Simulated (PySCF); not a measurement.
## ZnP: energy against distance

Set-up: Zn def2-SVPD, P def2-SVPD; no relativity (PySCF 2.14). Energies in eV from Zn + P in their ground configurations at the same level. State: ⁴Σ⁻ (quartet), unpaired electrons σ ↑, π ↑↑.

```csv
R (Å),r²SCAN
2.095,-0.5437
2.192,-0.7662
2.290,-0.8719
2.363,-0.8984
2.436,-0.8933
2.509,-0.8659
2.607,-0.8070
2.728,-0.7140
2.874,-0.5942
3.069,-0.4443
```

Q: Put a parabola through the three lowest points of the r²SCAN curve and estimate Re, k and ωe (reduced mass 20.86 u; 1 eV/Å² = 0.16022 mdyn/Å; ωe = 1302.8·√(k/μ) cm⁻¹).

A: Through R = 2.29, 2.363, 2.436 Å the second-order coefficient is 2.96 eV/Å², so Re ≈ 2.388 Å, k ≈ 0.950 mdyn/Å and ωe ≈ 278 cm⁻¹. A polynomial fit of higher order to the unrounded r²SCAN energies gives Re = 2.385 Å, k = 0.849 mdyn/Å, ωe = 263 cm⁻¹; anharmonicity and rounding make the difference.

The higher-order fit for each curve: r²SCAN: Re = 2.385 Å, ωe = 263 cm⁻¹, De = 0.90 eV.

The state was picked by a PBE0 search and need not be the measured ground state.
